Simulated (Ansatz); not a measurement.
Reaction (formal exchange of groups at a B–C bond): `BC(=C)S` + `[SiH3][SiH2]Cl` → `B[SiH]([SiH3])Cl` + `C=CS`

Gas-phase electronic energies from Ansatz, PBE0-D4/def2-TZVP geometries. CCSD(T)/CBS is the MP2 limit (def2-TZVPP, def2-QZVPP) plus CCSD(T) − MP2 in def2-TZVPP, frozen cores. This one scheme is used for every species. One conformer a species, not always the lowest.

| level | ΔE (kcal/mol) |
| --- | --- |
| CCSD/def2-TZVPP | 10.5 |
| HF/CBS(def2) | 11.6 |

**Question.** What does CCSD(T)/CBS give? (Best estimate.)

**Answer.** Computed: +10.9 kcal/mol. The listed levels differ from it by -0.4, 0.7 kcal/mol.

Largest T1 diagnostic among the species: 0.012.

Leaving LDA and LC-ωPBE aside and taking each functional with its dispersion term where it has one, the values, not all of them listed here, spread over 2.3 kcal/mol, from PBE-D4 to B2PLYP. LDA lies +1.4 kcal/mol from PBE without D4. From BLYP to BHLYP (50 % exact exchange), in def2-TZVPP and without D4, ΔE moves by +1.0 kcal/mol.
